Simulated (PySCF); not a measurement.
CH2O3, SMILES O=C(O)O. Atoms are numbered in the order given.

```xyz
6

O      0.0000     1.0885    -0.6780
C      0.0000     0.0000     0.0980
O      0.0000     0.0000     1.3027
O      0.0000    -1.0885    -0.6780
H      0.0000     1.8517    -0.0802
H      0.0000    -1.8517    -0.0802
```
Charge 0, spin multiplicity 1.

The structure is a stationary point at B3LYP-D3(BJ)/def2-SVP. Other conformers were not sampled.

These are PBE/pcJ-1 (PySCF) values and carry that method's errors.

Isotropic couplings with Fermi-contact, spin-dipole and both spin-orbit terms, one fixed conformer, no vibrational averaging. Isotopes: 13C, 1H.

Computed spin–spin coupling constants:
```json
[
 {"pair": "C2–H5", "bonds apart": "2", "J (Hz)": "-2.5"},
 {"pair": "C2–H6", "bonds apart": "2", "J (Hz)": "-2.5"},
 {"pair": "H5–H6", "bonds apart": "4", "J (Hz)": "4.5"}
]
```
